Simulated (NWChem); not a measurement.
**Correlation energy of thionyl fluoride (F2OS)**

```xyz
4

O     -1.3917    -0.3297     0.0000
S     -0.1604     0.4112     0.0000
F      0.7611    -0.2190     1.1690
F      0.7611    -0.2190    -1.1690
```
Charge 0, spin multiplicity 1.

All runs are NWChem calculations. The geometry was optimised at PBE0/def2-SVP, a minimum by its harmonic frequencies.

Basis set: 3-21G. Each correlation energy counts from its own Hartree-Fock reference.

The correlated methods keep 8 core orbitals frozen. Coupled-cluster values serve here as a point of comparison, not as the truth.

Order these methods by the correlation energy they give, lowest first: CCSD+T(CCSD), MP2, CCSD(T), CCSD.

CCSD+T(CCSD) (-455.3 mHa), CCSD(T) (-452.7 mHa), MP2 (-443.0 mHa), CCSD (-439.0 mHa)
